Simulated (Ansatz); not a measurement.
Basis-set extrapolation for `CO[SiH](F)S[SiH2]Cl` (PBE0-D4/def2-TZVP geometry, frozen core, the Gaussian-basis code of Ansatz). Multiplicity 1, RHF reference.

```tsv
	def2-TZVPP	def2-QZVPP
HF	-1650.930452	-1650.983276
MP2 correlation	-1.259203	-1.369554
CCSD(T) correlation	-1.374646	not run
```

Energies in hartree. Use E(X) = E(∞) + A·exp(−7.88·√X) for Hartree–Fock and E(X) = E(∞) + B·X^(−2.97) for correlation, with X = 3 and 4, and add CCSD(T) minus MP2 of the smaller set to the MP2 limit.

Question: What is the CCSD(T) energy at the basis-set limit?

Answer: HF limit: -1650.983276 + (-0.052824) × 0.13774 = -1650.99055. MP2 limit: -1.369554 + (-0.110351) × 0.74074 = -1.45130. Higher-order term: -1.374646 − (-1.259203) = -0.11544. Total: -1652.55729 hartree, 662.1 kJ/mol below CCSD(T)/def2-TZVPP.
